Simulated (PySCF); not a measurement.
**CdF: mean field, correlation and small terms against distance**

State: ²Σ⁺, doublet, unpaired electrons σ ↑. ROHF-based CCSD(T) in PySCF 2.14 with Cd aug-cc-pVDZ-PP with ECP28, F aug-cc-pVDZ and Cd aug-cc-pVTZ-PP with ECP28, F aug-cc-pVTZ (frozen core orbitals: 5; scalar-relativistic core potentials). Correlation energies are extrapolated as n⁻³ (n = 2, 3), Hartree–Fock as (n+1)·exp(−9√n). All energies in eV from Cd + F.

```json
{"R (Å)": "1.7492", "HF/CBS": "-0.970", "CCSD corr.": "-0.799", "(T)": "-0.0668", "total": "-1.836"}
{"R (Å)": "1.8287", "HF/CBS": "-1.443", "CCSD corr.": "-0.765", "(T)": "-0.0692", "total": "-2.278"}
{"R (Å)": "1.9082", "HF/CBS": "-1.670", "CCSD corr.": "-0.744", "(T)": "-0.0731", "total": "-2.487"}
{"R (Å)": "1.9878", "HF/CBS": "-1.729", "CCSD corr.": "-0.732", "(T)": "-0.0780", "total": "-2.539"}
{"R (Å)": "2.0673", "HF/CBS": "-1.677", "CCSD corr.": "-0.725", "(T)": "-0.0837", "total": "-2.485"}
{"R (Å)": "2.1667", "HF/CBS": "-1.511", "CCSD corr.": "-0.723", "(T)": "-0.0916", "total": "-2.326"}
{"R (Å)": "2.2660", "HF/CBS": "-1.281", "CCSD corr.": "-0.725", "(T)": "-0.1002", "total": "-2.106"}
```

A fit to the total gives Re = 1.9818 Å, De = 2.539 eV, ωe = 531.4 cm⁻¹, Be = 0.2636 cm⁻¹ (masses 113.9034 and 18.9984 u).

At R = 1.9878 Å the CCSD correlation energy is -0.554797 hartree in the smaller basis and -0.684808 in the larger. Extrapolate it.

(3³·E3 − 2³·E2)/(3³ − 2³) = -0.73955 hartree; the larger basis holds 92.6 % of it.

The T1 diagnostic is 0.025. The state was picked by a PBE0 search and need not be the measured ground state. Spin–orbit coupling, excitations beyond (T) and corrections to the Born–Oppenheimer picture are left out.
